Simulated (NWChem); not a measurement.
System: TiCl4; SMILES [Cl][Ti]([Cl])([Cl])[Cl]

Output (shortened):

```
             Northwest Computational Chemistry Package (NWChem) 7.3.0
             --------------------------------------------------------

 C1  symmetry detected

                             Geometry "geometry" -> ""
                             -------------------------

 Output coordinates in angstroms (scale by  1.889725989 to convert to a.u.)

  No.       Tag          Charge          X              Y              Z
 ---- ---------------- ---------- -------------- -------------- --------------
    1 Ti                  22.0000    -0.00002244     0.00006581    -0.00002220
    2 Cl                  17.0000     0.78616145    -1.91382102     0.66364563
    3 Cl                  17.0000    -1.11035141     0.92815554     1.62070168
    4 Cl                  17.0000     1.64387594     1.29432646    -0.58602389
    5 Cl                  17.0000    -1.31965694    -0.30874615    -1.69829468

 Effective nuclear repulsion energy (a.u.)     622.9551506274

                                 NWChem DFT Module
                                 -----------------

 Summary of "ao basis" -> "ao basis" (spherical)
 ------------------------------------------------------------------------------
       Tag                 Description            Shells   Functions and Types
 ---------------- ------------------------------  ------  ---------------------
 Ti                         cc-pvtz                 20       68   7s6p4d2f1g
 Cl                         cc-pvtz                 12       34   5s4p2d1f

            General Information
            -------------------
          SCF calculation type: DFT
          Wavefunction type:  closed shell.
          No. of atoms     :     5
          No. of electrons :    90
           Alpha electrons :    45
            Beta electrons :    45
          Charge           :     0
          Spin multiplicity:     1
          Use of symmetry is: off; symmetry adaption is: off
          Maximum number of iterations: 150
          AO basis - number of functions:   204
                     number of shells:    68
          Convergence on energy requested:  1.00D-06
          Convergence on density requested:  1.00D-05
          Convergence on gradient requested:  5.00D-04

              XC Information
              --------------
                         PBE0 Method XC Functional
                     Hartree-Fock (Exact) Exchange  0.250
          PerdewBurkeErnzerhof Exchange Functional  0.750
            Perdew 1991 LDA Correlation Functional  1.000 local
           PerdewBurkeErnz. Correlation Functional  1.000 non-local

             Grid Information
             ----------------
          Grid used for XC integration:  medium
          Radial quadrature: Mura-Knowles
          Angular quadrature: Lebedev.
          Tag              B.-S. Rad. Rad. Pts. Rad. Cut. Ang. Pts.
          ---              ---------- --------- --------- ---------
          Ti                  1.40      112          10.0       590
          Cl                  1.00       88          10.0       590
          Grid pruning is: on
          Number of quadrature shells:   464
          Spatial weights used:  Erf1

      Superposition of Atomic Density Guess
      -------------------------------------

 Sum of atomic energies:       -2686.32726104

      Non-variational initial energy
      ------------------------------

 Total energy =   -2686.777535
 1-e energy   =   -4945.617661
 2-e energy   =    1635.884976
 HOMO         =      -0.452682
 LUMO         =       0.013225

------------------------------------------------------------
EAF file 0: "./job.aoints.0" size=890241024 bytes
------------------------------------------------------------
               write      read    awrite     aread      wait
               -----      ----    ------     -----      ----
     calls:     1698         0         0         0         0
   data(b): 8.90e+08  0.00e+00  0.00e+00  0.00e+00
   time(s): 0.00e+00  0.00e+00  0.00e+00  0.00e+00  0.00e+00
rate(mb/s): 0.00e+00  0.00e+00
------------------------------------------------------------

     ---------------------------------------------
      Total Density - Mulliken Population Analysis
     ---------------------------------------------

    Atom       Charge   Shell Charges
 -----------   ------   -------------------------------------------------------
    1 Ti  22    19.68   2.00  2.00  1.99  0.19  0.14  0.04  0.04  6.00  5.98 -0.61  0.83  0.03  0.05  0.75  0.08  0.01  0.04  0.00  0.09  0.00
    2 Cl  17    17.58   2.00  1.88  1.19  0.19  0.68  5.82  3.16  1.14  1.50  0.00  0.01  0.00
    3 Cl  17    17.58   2.00  1.88  1.19  0.19  0.68  5.82  3.16  1.14  1.50  0.00  0.01  0.00
    4 Cl  17    17.58   2.00  1.88  1.19  0.19  0.68  5.82  3.16  1.14  1.50  0.00  0.01  0.00
    5 Cl  17    17.58   2.00  1.88  1.19  0.19  0.68  5.82  3.16  1.14  1.50  0.00  0.01  0.00

[...]
```

Level: PBE0/cc-pVTZ. Coordinates come from a PBE-D3(BJ)/def2-SVP optimisation.

Question: Reconstruct the input file.

Answer: Several could match; the one computed here: the input that was run:
```
start job
memory heap 200 mb stack 900 mb global 1100 mb
geometry units angstroms noautoz
  Ti    -0.000050     0.000037    -0.000045
  Cl     1.508601    -0.952642     1.240067
  Cl    -1.492038     0.940738     1.268805
  Cl     0.938468     1.506298    -1.253549
  Cl    -0.954978    -1.494431    -1.255277
end
basis spherical
  Ti library cc-pvtz
  Cl library cc-pvtz
end
dft
  xc pbe0
  iterations 150
  semidirect filesize 400000000
  mulliken
end
task dft energy
```
